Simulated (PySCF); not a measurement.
Geometry:
```json
{"atom": "C1", "x (Å)": "-2.298", "y (Å)": "-0.135", "z (Å)": "-0.207"}
{"atom": "S2", "x (Å)": "-1.203", "y (Å)": "1.319", "z (Å)": "-0.005"}
{"atom": "O3", "x (Å)": "-0.368", "y (Å)": "1.384", "z (Å)": "-1.207"}
{"atom": "C4", "x (Å)": "-0.127", "y (Å)": "0.586", "z (Å)": "1.312"}
{"atom": "S5", "x (Å)": "0.957", "y (Å)": "-0.775", "z (Å)": "0.750"}
{"atom": "C6", "x (Å)": "2.075", "y (Å)": "-0.041", "z (Å)": "-0.453"}
{"atom": "O7", "x (Å)": "0.149", "y (Å)": "-1.785", "z (Å)": "0.121"}
{"atom": "O8", "x (Å)": "1.707", "y (Å)": "-1.168", "z (Å)": "1.911"}
{"atom": "H9", "x (Å)": "-1.696", "y (Å)": "-1.031", "z (Å)": "-0.323"}
{"atom": "H10", "x (Å)": "-2.935", "y (Å)": "-0.198", "z (Å)": "0.669"}
{"atom": "H11", "x (Å)": "-2.900", "y (Å)": "0.035", "z (Å)": "-1.093"}
{"atom": "H12", "x (Å)": "0.540", "y (Å)": "1.356", "z (Å)": "1.689"}
{"atom": "H13", "x (Å)": "-0.746", "y (Å)": "0.200", "z (Å)": "2.113"}
{"atom": "H14", "x (Å)": "2.775", "y (Å)": "0.585", "z (Å)": "0.085"}
{"atom": "H15", "x (Å)": "1.476", "y (Å)": "0.530", "z (Å)": "-1.154"}
{"atom": "H16", "x (Å)": "2.587", "y (Å)": "-0.853", "z (Å)": "-0.953"}
```

Geometry: GFN2-xTB; GIAO shifts from PySCF 2.14, gas phase, non-relativistic, averaged over equivalent atoms.

At PW91/6-31G* (136 basis functions, roughly 90 core-seconds):
| atoms | δ (ppm) |
| --- | --- |
| C4 | 64.0 |
| C6 | 48.7 |
| C1 | 35.0 |
| O8 | 236.5 |
| O7 | 198.7 |
| O3 | 39.8 |
| H12 | 3.26 |
| H14/H15/H16 | 2.97 |
| H9/H10/H11 | 2.77 |
| H13 | 2.64 |

Shifts are taken against calculated references (same method and geometry level): ¹³C (191.68 ppm), ¹H (32.32 ppm) against TMS; ¹⁷O (321.80 ppm) against H2O.

Problem. Estimate the result of repeating the calculation with BHandHLYP/pcSseg-1.

Solution. 
```
      atoms  δ at BHandHLYP/pcSseg-1  change
         C4                     68.9    +4.9
         C6                     52.9    +4.2
         C1                     38.4    +3.4
         O8                    241.0    +4.5
         O7                    212.4   +13.7
         O3                     27.1   -12.7
        H12                     3.52   +0.26
H14/H15/H16                     3.46   +0.49
 H9/H10/H11                     3.15   +0.38
        H13                     2.75   +0.11
```

Scale: ¹³C (σref 186.58), ¹H (σref 31.90) against TMS; ¹⁷O (σref 336.30) against H2O (reference shieldings calculated alike).

The largest change is at O7 (S=O oxygen). Cost: 190 basis functions, about 90 core-seconds. The order of the carbon signals is the same at both levels.

Experimental scales use liquid or dissolved standards, which lie at an offset from isolated H2O (liquid H2O: subtract about 36 ppm).
